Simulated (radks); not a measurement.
Q: Spherical quantum dot in the effective-mass picture: electrons in a hard-walled sphere of radius 3.4, with a point charge +2 (a donor) at the centre, all in effective atomic units (hartree* = m*/eps^2 hartree, bohr* = eps/m* bohr), one dielectric constant everywhere. Calculated with a radial shooting solver with Libxc functionals: non-relativistic Kohn-Sham, LDA (Slater exchange, Perdew-Wang correlation), spin-polarised, spherical densities. Levels are named by radial order and angular momentum (1s, 1p, 1d, 2s, ...), and open shells are averaged over m. Results are scaled to m* = 0.364 and eps = 17, for which hartree* = 34.27 meV and bohr* = 2.471 nm. At N = 5 the configuration is 1s2 1p(up 3, down 0). Does electron 6 go into 1p down or 2s up or 2s down?

A: Into 1p down. The total energies of the other choices lie higher by 2.18 meV (2s up), 4.97 meV (2s down).
